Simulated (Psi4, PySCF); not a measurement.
H₂BiCl (SMILES [Cl][BiH2]), singlet, geometry from GFN2-xTB (such geometries of metal compounds can be far from the true shape) (core potentials on Bi), atoms displaced at random by about 0.03 Å a coordinate. Base run: PBE/def2-SVP, gradient run with PySCF.

The PySCF input:
```python
from pyscf import gto, scf, dft

mol = gto.M(
    atom='''
Bi   -0.229581   -0.253688    0.279781
H    -1.590066    0.324924   -0.816870
H    -0.152423   -1.608647   -0.778927
Cl    1.448086    1.117384   -1.088657
''',
    basis='def2-svp',
    ecp={'Bi': 'def2-svp'},
    charge=0,
    spin=0,
    verbose=4,
)

mf = dft.RKS(mol)
mf.xc = 'pbe'
mf.kernel()
g = mf.nuc_grad_method()
grad = g.kernel()
```

Programs used: Psi4, PySCF; a row that names a program was run with it.

The coordinate followed is x of atom 1.

Variants of this job, named by their change:

| change | dE/dx (Eh/bohr) | net force (Eh/bohr) |
|---|---|---|
| base | -0.001687 | 0.000050 |
| grids.level = 1; grid_response = off | -0.001577 | 0.001422 |
| finite difference step (bohr) = 1e-4; conv_tol = 1e-11 | -0.001693 | - |
| finite difference step (bohr) = 0.05; conv_tol = 1e-11 | -0.001705 | - |
| grids.level = 5; grid_response = off | -0.001689 | 0.000004 |
| code = psi4 | -0.001728 | 0.000081 |
| grids.level = 5; grid_response = on | -0.001695 | 0.000000 |
| conv_tol = 1e-4 | -0.001655 | 0.000050 |
| density fitting = on | -0.001727 | 0.000050 |
| finite difference step (bohr) = 1e-3; conv_tol = 1e-11 | -0.001693 | - |
| grids.level = 1; grid_response = on | -0.001783 | 0.000000 |
| grid_response = on | -0.001691 | 0.000000 |

The net force is zero for an exact gradient.
